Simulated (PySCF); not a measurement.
C3H7O, charge -1, singlet, at a GFN2-xTB geometry (in this run its highest filled SCF level lies above zero, so its values depend strongly on the basis, on diffuse functions most of all), with bond 7-3 at 1.6 times its length. Base run: B3LYP/6-31G* (PySCF).

The PySCF input:
```python
from pyscf import gto, scf, dft

mol = gto.M(
    atom='''
O     0.036114   -0.775937    0.000887
C     0.026061    0.600664   -0.000468
C     1.381985   -1.384159    0.006902
C    -1.406966    1.147588   -0.006777
H     0.560203    1.006965    0.891887
H     0.567395    1.005265   -0.889256
H     2.257693   -0.618891   -1.412564
H     1.922124   -0.904169    0.897544
H    -1.931208    0.789925   -0.890913
H    -1.938334    0.791610    0.873778
H    -1.404874    2.239205   -0.007811
''',
    basis='6-31g*',
    charge=-1,
    spin=0,
    verbose=4,
)

mf = dft.RKS(mol)
mf.xc = 'b3lyp'
mf.kernel()
```

The base run was repeated with changes; each row names its change, and settings that it needs were set with it.

```tsv
change	ΔE vs base (mEh)	SCF cycles	outcome
base	0.000	11	converged
diis_space = 12	0.000	11	converged
level_shift = 1.0 (with mf.max_cycle = 100)	0.000	45	converged
level_shift = 0.3 (with mf.max_cycle = 100)	0.000	17	converged
conv_tol = 1e-7	0.000	9	converged
conv_tol = 1e-12	0.000	13	converged
conv_tol_grad = 1e-7	0.000	14	converged
diis_space = 20	0.000	11	converged
DIIS = EDIIS	-	50	not converged
DIIS = ADIIS	0.000	16	converged
diis = off; damp = 0.6 (with mf.diis_start_cycle = 200; with mf.max_cycle = 150)	0.000	19	converged
damp = 0.5; diis_start_cycle = 5	0.000	12	converged
level_shift = 0.5 (with mf.max_cycle = 100)	0.000	24	converged
```
